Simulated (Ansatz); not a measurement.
This geometry of C2H8AlN + H2 (14 atoms, charge 0, multiplicity 1) is a first-order saddle point.

Method: Ansatz, RKS B3LYP-D4/def2-SVP.

```xyz
14
Properties=species:S:1:pos:R:3
Al -1.360 0.896 0.703
N 0.120 -0.062 -0.058
C 0.669 -1.234 0.608
C 0.378 -0.034 -1.489
H -2.215 1.724 -0.341
H -1.915 0.299 2.061
H 0.421 1.191 0.639
H 0.089 1.960 1.150
H 0.534 -1.157 1.698
H 0.178 -2.171 0.277
H 1.752 -1.342 0.407
H 0.015 0.909 -1.928
H -0.128 -0.864 -2.021
H 1.460 -0.116 -1.707
```

(1) Which two structures does it join? (They come from a converged band through this point; their orientation in space is the band's.)

(2) How far does it lie above each of them?

Results:

(1) Bonds broken: H7–H8. Bonds formed: Al1–H8, N2–H7. C2H8AlN + H2 becomes C2H10AlN.

First end point:

```xyz
14
Properties=species:S:1:pos:R:3
Al -1.774 0.527 0.538
N -0.312 -0.274 -0.118
C 0.474 -1.246 0.621
C 0.200 -0.045 -1.456
H -2.526 1.550 -0.405
H -2.207 0.153 2.013
H 1.235 1.674 0.806
H 1.791 2.155 1.011
H 0.057 -1.407 1.628
H 0.502 -2.227 0.107
H 1.525 -0.915 0.742
H -0.420 0.688 -1.996
H 0.217 -0.978 -2.055
H 1.238 0.344 -1.436
```

Last end point:

```xyz
14
Properties=species:S:1:pos:R:3
Al -1.298 0.976 0.874
N 0.379 0.204 -0.077
C 0.962 -0.926 0.674
C 0.102 -0.138 -1.487
H -1.624 2.200 -0.113
H -2.260 -0.308 0.799
H 1.048 0.979 -0.061
H -0.652 1.334 2.299
H 1.192 -0.602 1.698
H 0.222 -1.738 0.726
H 1.878 -1.304 0.191
H -0.279 0.750 -2.009
H -0.674 -0.917 -1.517
H 1.005 -0.510 -1.999
```

(2) 0.74 eV above the first and 1.42 eV above the second. This is the barrier of this one path; another mechanism may lie lower. The orbitals stay closed-shell, which can raise the energy where a bond breaks towards radicals; this wasn't checked here.

Run time: 6.1 min on 2 threads of Intel(R) Xeon(R) Platinum 8375C CPU @ 2.90GHz (Ice Lake), on a shared host, peak memory 0.26 GiB.
